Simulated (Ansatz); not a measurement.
Computed with Ansatz on PBE0-D4/def2-TZVP structures; ΔE is electronic, products minus reactants. CCSD(T)/CBS adds triple-zeta CCSD(T) − MP2 to the extrapolated MP2 energy (def2 sets, frozen cores). This one scheme is used for every species. For Ge outer-core shells are correlated without core-valence functions, which leaves a few kJ/mol of doubt a bond. Scalar relativity is left out up to krypton. Each species was taken in one conformer, which may not be the lowest.

`[SH][GeH2][Cl]` + PH₃ → `[PH2][GeH2][SH]` + HCl  (ligand exchange at a Ge–Cl bond)

```tsv
species	MP2/def2-SVP energy (Eh)
`[SH][GeH2][Cl]`	-2934.17046
PH₃	-342.49653
`[PH2][GeH2][SH]`	-2816.56382
HCl	-460.08324
```

Q: Work out ΔE.

A: ΔE = (-2816.56382) + (-460.08324) − (-2934.17046) − (-342.49653) = 0.01993 Eh = +12.5 kcal/mol. CCSD(T)/CBS gives +11.0 kcal/mol.

Largest T1 diagnostic among the species: 0.013.

The D4 term adds −1.0 kcal/mol with B3LYP and −0.6 kcal/mol with PBE0; it sums over pairs of atoms, weighted by their polarisabilities, and B3LYP, whose exchange is more repulsive, gets the larger term. At CCSD(T), def2-SVP lies +1.5 kcal/mol from the extrapolated value and def2-TZVPP +0.2 kcal/mol. Leaving LDA and LC-ωPBE aside and taking each functional with its dispersion term where it has one, the values, not all of them listed here, spread over 3.2 kcal/mol, from PBE-D4 to BHLYP-D4. LDA lies −1.1 kcal/mol from PBE without D4.

B3LYP here is the variant with VWN-RPA as its local correlation; programs differ in this.
